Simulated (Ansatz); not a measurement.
C6H11BO3, SMILES `CC1=CC(C)=[O+][B-](C)(O)O1`: the same geometry under several functionals.

```yaml
crystal:
  periodic: [false, false, false]
  atoms:
    - {symbol: C, position_ang: [1.894046, -1.284622, 1.670444]}
    - {symbol: C, position_ang: [0.966977, -0.593397, 0.734011]}
    - {symbol: C, position_ang: [0.402138, 0.642403, 1.032579]}
    - {symbol: C, position_ang: [-0.233319, 1.335838, 0.007466]}
    - {symbol: C, position_ang: [-0.625237, 2.764664, 0.145613]}
    - {symbol: O, position_ang: [-0.475658, 0.802666, -1.123605]}
    - {symbol: B, position_ang: [-0.383059, -0.739895, -1.340602]}
    - {symbol: C, position_ang: [-1.748550, -1.419784, -0.890562]}
    - {symbol: O, position_ang: [-0.006687, -1.003519, -2.662409]}
    - {symbol: O, position_ang: [0.760001, -1.183611, -0.375605]}
    - {symbol: H, position_ang: [2.076609, -0.702296, 2.571595]}
    - {symbol: H, position_ang: [1.467976, -2.254140, 1.940569]}
    - {symbol: H, position_ang: [2.839836, -1.482349, 1.161012]}
    - {symbol: H, position_ang: [0.601069, 1.122316, 1.978313]}
    - {symbol: H, position_ang: [-0.337278, 3.177705, 1.110484]}
    - {symbol: H, position_ang: [-0.163322, 3.344448, -0.656636]}
    - {symbol: H, position_ang: [-1.707444, 2.849626, 0.018798]}
    - {symbol: H, position_ang: [-2.571192, -1.081405, -1.526456]}
    - {symbol: H, position_ang: [-1.684393, -2.506847, -0.989526]}
    - {symbol: H, position_ang: [-2.016110, -1.195260, 0.147446]}
    - {symbol: H, position_ang: [0.819099, -0.581939, -2.906029]}
basis:
  gaussian: {orbitals: def2-TZVPP}
hamiltonian: {xc: {name: B2PLYP}}
```

```sh
$ ansatz run in.yaml --threads 4 --pin off --events-out ev --progress --plain --max-ram 66560MiB --backend cuda --devices 0, --max-vram 37GiB
```

Output, abridged:

```
Functional definition: B2PLYP
2806 factors; integrals over basis functions are off by at most 1.3e-3 eV
mean field evaluation 1: about -13187.8225 eV, gradient 8.1e1 eV
mean field evaluation 2: about -13188.1076 eV, gradient 8.1e1 eV
mean field evaluation 4: about -13200.6726 eV, gradient 1.1e1 eV
mean field evaluation 8: about -13200.9277 eV, gradient 1.3e0 eV
mean field evaluation 16: about -13200.9305 eV, gradient 3.6e-4 eV
mean field -13200.93052096 eV, -485.1252487331 hartree, gradient 6.1e-6 eV, S^2 0.000000; 0 other end points of the search recorded, 0 dependent functions left out
10 core orbitals not correlated: weight in the atoms' cores, before any rotation towards them, 1.000 or more for the frozen orbitals, at most 0.000 for the correlated occupied ones
reference -13200.93075418 eV, -485.1252573039 hartree; 28, 28 occupied and 426, 426 virtual orbitals, 2806 factors
second order -59.28975929 eV of doubles, -0.00000000 eV of singles
Total energy: -13216.93898919 eV, -485.7135490897 hartree
```

Run time 3.9 s (4 threads of an AMD EPYC 7R13 on a shared host and a share of an NVIDIA H100 80 GB); peak host memory 2.5 GiB.

The same input with `hamiltonian: {xc: {name: LC-wPBE}}` (abridged; 7.5 s):

```
Functional definition: LC-wPBE
mean field evaluation 16: about -13218.9307 eV, gradient 2.8e-4 eV
mean field -13218.93072655 eV, -485.7867440876 hartree, gradient 3.6e-5 eV, S^2 0.000000
Total energy: -13218.93072656 eV, -485.7867440880 hartree
```

Changing it to `hamiltonian: {xc: hse06, dispersion: d4}` (abridged; 8.5 s):

```
Functional definition: HSE06
mean field evaluation 16: about -13211.4672 eV, gradient 1.2e-3 eV
mean field -13211.46719592 eV, -485.5124643959 hartree, gradient 7.5e-5 eV, S^2 0.000000
Total energy: -13211.89875688 eV, -485.5283239687 hartree
```

The same input with `hamiltonian: {xc: {name: BHLYP}, dispersion: d4}` (abridged; 8.5 s):

```
Functional definition: BHLYP
mean field evaluation 16: about -13220.0458 eV, gradient 1.7e-4 eV
mean field -13220.04577369 eV, -485.8277213142 hartree, gradient 6.0e-5 eV, S^2 0.000000
Total energy: -13220.65544956 eV, -485.8501264892 hartree
```

With the line `hamiltonian: {xc: {name: revPBE}, dispersion: d4}` (abridged; 7 s):

```
Functional definition: revPBE
mean field evaluation 16: about -13223.0719 eV, gradient 5.3e-3 eV
mean field -13223.07190238 eV, -485.9389294923 hartree, gradient 1.7e-5 eV, S^2 0.000000
Total energy: -13224.81839150 eV, -486.0031117839 hartree
```

With the line `hamiltonian: {xc: {name: wB97X-V}}` (abridged; 7 s):

```
Functional definition: wB97X-V
mean field evaluation 16: about -13223.4731 eV, gradient 3.0e-4 eV
mean field -13223.47309868 eV, -485.9536731844 hartree, gradient 7.7e-6 eV, S^2 0.000000
Total energy: -13223.47309588 eV, -485.9536730816 hartree
```

HSE06 is the plane-wave form, built on full-range PBE exchange.
